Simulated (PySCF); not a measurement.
C₂H₇NSi₂, SMILES N[Si@@H]1C=C[SiH2]1. Atoms are numbered in the order given.

```xyz
12

N      2.2240    -0.6808     0.1354
Si     0.8188     0.1265    -0.4516
C     -0.1264     1.3950     0.5936
C     -1.3938     0.9141     0.6525
Si    -1.3329    -0.7747    -0.1975
H      2.2295    -1.1837     1.0139
H      3.1542    -0.4050    -0.1536
H      1.2159     0.6801    -1.7837
H      0.1692     2.3518     1.0477
H     -2.2225     1.4569     1.1274
H     -2.2826    -0.9893    -1.3372
H     -1.5135    -1.9241     0.7487
```
Charge 0, spin multiplicity 1.

Geometry: PBE0-D3(BJ)/def2-SVP. The structure was generated by enumeration; whether it is a known compound was not checked. The values are those of a single conformer.

Two levels are set side by side: PBE/pcSseg-1 (PySCF) and B3LYP/pcSseg-1 (PySCF). GIAO shifts against NH3 (¹⁵N), TMS (²⁹Si), TMS (¹H), TMS (¹³C) at the same level; non-relativistic, no solvent, atoms listed together averaged. Differences are taken from unrounded values.

```csv
quantity,B3LYP
δ(¹⁵N) of N1 (ppm),26.5
δ(²⁹Si) of Si2 (ppm),-19.8
δ(¹³C) of C3 (ppm),184.1
δ(¹³C) of C4 (ppm),169.6
δ(²⁹Si) of Si5 (ppm),-37.7
δ(¹H) of H8 (ppm),5.37
δ(¹H) of H9 (ppm),7.79
δ(¹H) of H10 (ppm),7.73
```

### Question
What does PBE give, and how far is it from B3LYP? (Estimate from the structure and the level; the computed values follow.)

### Answer

```json
[
 {"quantity": "δ(¹⁵N) of N1 (ppm)", "PBE": "30.2", "PBE minus B3LYP": "3.7"},
 {"quantity": "δ(²⁹Si) of Si2 (ppm)", "PBE": "-22.1", "PBE minus B3LYP": "-2.4"},
 {"quantity": "δ(¹³C) of C3 (ppm)", "PBE": "182.4", "PBE minus B3LYP": "-1.8"},
 {"quantity": "δ(¹³C) of C4 (ppm)", "PBE": "166.9", "PBE minus B3LYP": "-2.7"},
 {"quantity": "δ(²⁹Si) of Si5 (ppm)", "PBE": "-40.7", "PBE minus B3LYP": "-3.0"},
 {"quantity": "δ(¹H) of H8 (ppm)", "PBE": "5.65", "PBE minus B3LYP": "0.27"},
 {"quantity": "δ(¹H) of H9 (ppm)", "PBE": "7.88", "PBE minus B3LYP": "0.09"},
 {"quantity": "δ(¹H) of H10 (ppm)", "PBE": "7.82", "PBE minus B3LYP": "0.09"}
]
```

Rough cost on one machine, each run with all the roots and properties that it gave: B3LYP against PBE within a factor of 2.
